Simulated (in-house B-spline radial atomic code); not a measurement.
Successive ionisation energies of lutetium; each step leads to the configuration of the next row (after the last: [He] 2s2 2p4). Dirac energy differences include first-order Breit, QED and recoil terms. NIST's values go from ground level to ground level; the uncertainty of those that are theory runs from under 0.1 % in few-electron ions to several per cent in heavy many-electron ones. Computed with a radial B-spline atomic code at the basis-set limit: Dirac-Hartree-Fock, average of the configuration, finite nuclei.

```
  ion  configuration  ionisation energy (eV)  tabulated value (eV)  computed minus tabulated (eV)  highest orbital  largest mean radius (bohr)
Lu53+   [Ne] 3s2 3p6                  5263.2                  5168                             95            3p3/2                     0.19788
Lu54+   [Ne] 3s2 3p5                  5382.6                  5282                            101            3p3/2                     0.19683
Lu55+   [Ne] 3s2 3p4                       ?                     ?                              ?                ?                           ?
Lu56+   [Ne] 3s2 3p3                  5624.3                  5525                             99            3p3/2                     0.19529
Lu57+   [Ne] 3s2 3p2                       ?                     ?                              ?                ?                           ?
Lu58+   [Ne] 3s2 3p1                  5869.8                  6070                           -200            3p3/2                     0.19377
Lu59+       [Ne] 3s2                  6325.8                  6326                              0            3s1/2                     0.19301
Lu60+       [Ne] 3s1                  6452.4                  6452                              0            3s1/2                     0.19216
Lu61+   [He] 2s2 2p6                       ?                     ?                              ?                ?                           ?
Lu62+   [He] 2s2 2p5                 14943.0                 14542                            401            2p3/2                    0.079439
```

Question: Fill in the row of Lu55+.

Answer: ionisation energy (eV): 5503.0; tabulated value (eV): 5408; computed minus tabulated (eV): 95; highest orbital: 3p3/2; largest mean radius (bohr): 0.19606.

Question: Fill in the row of Lu57+.

Answer: ionisation energy (eV): 5746.6; tabulated value (eV): 5937; computed minus tabulated (eV): -190; highest orbital: 3p3/2; largest mean radius (bohr): 0.19452.

Question: Fill in the row of Lu61+.

Answer: ionisation energy (eV): 14610.2; tabulated value (eV): 14228; computed minus tabulated (eV): 382; highest orbital: 2p3/2; largest mean radius (bohr): 0.079801.

Question: Where is the largest jump?

Answer: From Lu60+ to Lu61+, by a factor of 2.26 (6452.4 to 14610 eV); the highest orbital goes from 3s1/2 to 2p3/2.

Where a p, d or f electron is removed, the computed value is a mean over both j, so it misses the tabulated one by a part of the spin-orbit splitting; averaging over terms and missing correlation add to the gap, relatively most at low charge.
